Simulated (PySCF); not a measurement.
Precursor series Zn Cl-CH3. Gas-phase values, no solvent. One relaxed conformer stands for each flexible species; it need not be the lowest.

Calculation: TPSSh-D3(BJ)/def2-TZVP // TPSS-D3(BJ)/def2-SVP (PySCF). All candidates: neutral, multiplicity 1. 

| Property | Result |
|---|---|
| HOMO | -6.51 eV |
| LUMO | -0.10 eV |
| HOMO–LUMO gap | 6.41 eV |

**Question.** Name which member has these values.
A) [Zn(CH3)2]
B) [Zn(Cl)(CH3)]
C) [Zn(Cl)2]

**Answer.** A, [Zn(CH3)2]. The others give [Zn(Cl)(CH3)]: -7.89 eV, -0.88 eV, 7.01 eV; [Zn(Cl)2]: -8.39 eV, -2.16 eV, 6.22 eV
